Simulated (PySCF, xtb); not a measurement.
Au(Me)(CNMe) (C3H6AuN), SMILES [Au](<-[C-]#[N+]C)[CH3], multiplicity 1.

GFN2-xTB in xtb at its own geometry gives an orbital gap of 2.61 eV and a dipole moment of 7.16 D.

Geometry: PBE0-D3(BJ)/def2-SVP. The spin state was assumed, not searched. The isomer is the one that the SMILES or the coordinates give; other isomers of the formula were not compared. The def2 effective core potentials stand for the cores of Au; spin–orbit coupling is left out.

Problem. What does PBE/def2-TZVP (PySCF) give? (Estimate from the structure and the level; the computed values follow.)

Solution. gap 3.92 eV (levels -5.52 and -1.61 eV), dipole 6.89 D.
